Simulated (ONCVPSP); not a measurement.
**u(r) = r·R(r): atom against pseudo-atom (Al (Z = 13))**

Columns: radius, all-electron u(r) and pseudo u(r) of the 3p shell (level -2.71 eV) of aluminium in the configuration [Ne] 3s2 3p1; PBE, scalar-relativistic, ONCV scheme, ONCVPSP 4.0.1.

```
r (bohr)  all-electron  pseudo
   0.118       -0.0914  0.0031
   0.235       -0.1842  0.0124
   0.353       -0.2142  0.0278
   0.470       -0.1927  0.0489
   0.588       -0.1396  0.0755
   0.705       -0.0714  0.1067
   0.822        0.0028  0.1416
   0.940        0.0777  0.1797
   1.058        0.1491  0.2198
   1.175        0.2146  0.2607
   1.292        0.2741  0.3019
   1.410        0.3275  0.3429
   1.528        0.3747  0.3823
   1.645        0.4157  0.4188
   1.763        0.4512  0.4521
   1.880        0.4807  0.4808
   1.998        0.5049  0.5049
   2.115        0.5240  0.5239
   2.232        0.5383  0.5383
   2.350        0.5486  0.5485
   2.468        0.5549  0.5549
   2.585        0.5578  0.5578
   2.702        0.5577  0.5577
   2.820        0.5550  0.5550
   2.938        0.5499  0.5499
   3.055        0.5430  0.5430
```

Question: How many radial nodes do the two functions have?

Answer: The all-electron 3p function has n − l − 1 = 1; the pseudo-wave has 0, since the states of the same l below it are removed with the core.

Question: At about which radius was the pseudo-wave matched?

Answer: 2.35 bohr. The columns agree to 0.0005 from 1.88 bohr on; several derivatives are matched, so the curves merge somewhat inside the radius.

Question: Where does each function peak?

Answer: Outermost all-electron maximum near 2.58 bohr, pseudo maximum near 2.58 bohr (to the table’s step).

Question: Is the pseudo-wave norm-conserving?

Answer: Yes: the ONCV scheme keeps the norm inside the radius equal to the all-electron one, which fixes the energy derivative of the logarithmic derivative at the level.
